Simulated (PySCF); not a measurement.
Shapes and spin states of ReO₃⁻

Computed with PBE0 in PySCF with Re def2-SVPD with ECP60, O def2-SVPD; scalar-relativistic core potentials, no spin–orbit coupling; density-fitted integrals.

Relaxations began from a few typed shapes and spin states; open shells are unrestricted. The search is not exhaustive: other isomers or separated fragments can lie lower, and high-lying points may rest on an excited occupation.

Problem. Which is the lowest minimum found?
A. singlet D3h: Re–O 1.729 Å (×3); O–Re–O 120.0° (×3)
B. triplet C2v: O–O 1.447 Å, Re–O 1.733 Å, Re–O 1.961 Å (×2); O–O–Re 68.4° (×2), O–Re–O 43.3°, O–Re–O 158.4° (×2)

Solution. A. The others lie at 497.9 (triplet C2v) kJ/mol above it.

Formally Re is in oxidation state +5, d2, with 0 unpaired electrons (the high-spin count would be 2). The polar-tensor charge on Re, 1.17, is far below the formal one.

For the lowest minimum: the lowest empty level of this anion is unbound, so it and the gap depend on the basis. No spin–orbit coupling is included, which matters more the heavier the element.
